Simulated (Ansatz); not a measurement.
Molecule: C2H6BO (charge -1, singlet). It need not be the lowest isomer of its formula. Whether it binds its extra electron was not tested at this geometry. 
Geometry from a B3LYP-D3(BJ)/def2-TZVP (Ansatz, a quantum-chemistry and plane-wave program) optimisation:
```xyz
10

B     -0.0590     0.2257     0.0646
C      1.4738    -0.2491    -0.2986
C     -1.1470    -1.0020    -0.0596
O     -0.3731     1.4287     0.4091
H      1.5484    -0.6475    -1.3216
H      1.8200    -1.0585     0.3615
H      2.1783     0.5841    -0.2088
H     -2.1580    -0.6616     0.1866
H     -1.1704    -1.4285    -1.0737
H     -0.8989    -1.8396     0.6094
```
Charge -1, spin multiplicity 1.

Basis-set convergence of Hartree-Fock and MP2 correlation energies (hartree) with Ansatz. Correlated levels leave the core frozen unless marked. No spin-orbit coupling. No relativistic terms.

```tsv
basis	functions	E(HF)	E(corr, MP2)
aug-cc-pVDZ	146	-178.84820	-0.61211
aug-cc-pVTZ	322	(withheld)	(withheld)
```

Task: Complete the blanks.

Result: 
- aug-cc-pVTZ, E(HF): -178.89449
- aug-cc-pVTZ, E(corr, MP2): -0.73352
